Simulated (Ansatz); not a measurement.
System: difluoro(diiodo)silane, sum formula SiI$_{2}$F$_{2}$ (charge 0, singlet). 
Coordinates optimised at B3LYP-D3(BJ)/def2-TZVP (Ansatz, a first-principles code):
```
Si
F 1 1.5839
F 1 1.5839 2 106.82
I 1 2.4180 2 109.00 3 -117.64
I 1 2.4180 2 109.00 3 117.64
```

Basis-set convergence of Hartree-Fock and CCSD(T) correlation energies (hartree) with Ansatz. Correlated levels leave the core frozen unless marked. Spin-orbit coupling is left out. Frozen are the shells of the preceding noble gas and the d and f shells that filled before the atom's block. In def2 rows, elements after Kr have scalar-relativistic effective core potentials.

```tsv
basis	functions	E(HF)	E(corr, CCSD(T))
def2-SVPD	140	-1081.07903	-0.72668
def2-TZVPPD	246	-1081.45911	-0.94638
def2-QZVPPD	390	-1081.47974	-1.03988
```

Extrapolating the two largest sets (X = 3 and 4) as X^-3: E(corr) = (64·(-1.03988) - 27·(-0.94638))/37 = -1.1081 Eh, an estimate of the basis-set limit. The largest set recovers 93.8 % of it, the smallest 65.6 %.
